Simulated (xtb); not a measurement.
hexafluorodisiloxane (F$_{6}$OSi$_{2}$), singlet, at a GFN2-xTB geometry. Base run: GFN2-xTB run with xtb 6.7.1.

The xtb input:
```
$ xtb mol.xyz --gfn 2 --json

# file mol.xyz
9

F      2.21885290     0.19334445    -1.14768293
Si     1.49242503     0.32186169     0.23964350
F      2.33834457    -0.41456129     1.33748724
F      1.39842636     1.84874384     0.60070824
O      0.05739792    -0.36176336     0.18858272
Si    -1.48267425    -0.38331814    -0.20760702
F     -1.71986274     0.17718168    -1.65679789
F     -2.32640504     0.48452724     0.79431689
F     -1.97554429    -1.87206957    -0.14549515
```

Variants of this job, named by their change:

```csv
change,ΔE vs base (mEh),HOMO-LUMO gap (eV),dipole (D),SCF cycles
base,0.000,9.96,0.12,11
etemp = 1000,0.000,9.96,0.12,11
etemp = 10000,-2.085,9.98,0.11,11
acc = 30,0.000,9.96,0.12,10
acc = 0.1,0.000,9.96,0.12,12
alpb = dmso,2.340,9.95,0.12,11
```

ALPB and GBSA are two models with their own fitted parameters for each solvent, which aren't always the measured dielectric constant.
